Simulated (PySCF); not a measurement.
How methods differ on the ionisation energy of Sc⁺

Sc⁺ [Ar] 3d1 4s1 (3D) → Sc²⁺ [Ar] 3d1 (2D), as a difference of total energies. Computed with PySCF 2.14 in def2-TZVP (6s4p4d1f, 45 functions), with the non-relativistic Hamiltonian (point nucleus). Correlated levels: valence: [Ar] frozen. The calculations carry no spin-orbit coupling.

```tsv
method	ionisation energy (eV)
UHF	12.164
PBE0	12.863
TPSS	12.740
MP2 (valence)	12.234
SCS-MP2 (valence)	12.187
```

Question: How much does correlation contribute at MP2 (valence)?

Answer: 12.234 − (12.164) = 0.070 eV, measured against UHF.

These non-relativistic numbers lack the scalar-relativistic shift.

The reference lies between the lowest fine-structure levels, while these numbers refer to the centres of the terms.

Errors of the correlated levels include the incompleteness of this basis and the frozen core.

For comparison: 12.800 eV (measured; NIST Atomic Spectra Database, ionization energies).
